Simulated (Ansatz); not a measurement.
## Energy profile

The step: SiH₃F ([F][SiH3]) + H₂O + NH₃ → SiNH₄F ([NH2][SiH2][F]) + H₂O + H₂; bonds formed: Si1–N5, H2–H8, O9–H12; bonds broken: Si1–H2, N5–H12, H8–O9 (atoms numbered as in the saddle structure below).

Si1  (-0.974, -0.718, 0.029)
H2  (0.722, -1.242, -0.132)
H3  (-1.206, -1.845, -0.913)
H4  (-2.380, -0.212, 0.220)
N5  (-0.313, 0.846, -0.671)
H6  (1.817, 0.666, 1.432)
F7  (-0.668, -0.888, 1.610)
H8  (1.359, -0.495, 0.226)
O9  (1.830, 0.577, 0.473)
H10  (-0.984, 1.605, -0.634)
H11  (-0.003, 0.740, -1.633)
H12  (0.801, 0.967, -0.007)
(Å)

Electronic energies by CCSD(T) at an estimated basis limit (MP2 extrapolated from triple and quadruple zeta, plus CCSD(T) − MP2 in triple zeta), on PBE0-D4/def2-TZVP structures; SiNH$_{8}$OF, singlet; no counterpoise correction. Ansatz 0.2.0; basis: def2-TZVPP and def2-QZVPP; cores frozen in the correlated methods. Extrapolation: Hartree–Fock as exp(−7.88 √X), correlation as X^−2.97.

(1) Give the profile in kJ/mol, counted from the separated reactants. (An estimate is asked for; the value comes from the calculation.)

T1 diagnostic: at most 0.012.

## Answers

(1) The calculation gives:
```tsv
point	kJ/mol
separated: SiH$_{3}$F (linked as [F][SiH3]; Si1, H2, H3, H4, F7; singlet) + NH$_{3}$ (N5, H10, H11, H12; singlet) + H$_{2}$O (H6, H8, O9; singlet)	0.0
start structure	-48.9
saddle	126.6
end structure	-72.7
separated: SiNH$_{4}$F (linked as [NH2][SiH2][F]; Si1, H3, H4, N5, F7, H10, H11; singlet) + H$_{2}$ (H2, H8; singlet) + H$_{2}$O (H6, O9, H12; singlet)	-53.2
```

For scale, one of the runs: CCSD(T)/def2-TZVPP, 247 basis functions, launched by `ansatz run in.yaml --threads 4 --pin off --events-out ev --progress --plain --max-ram 9574MiB`. The run took 2.2 min on 4 CPU threads of an Arm Neoverse V1 (shared host), with 5.3 GiB of host memory at its peak.
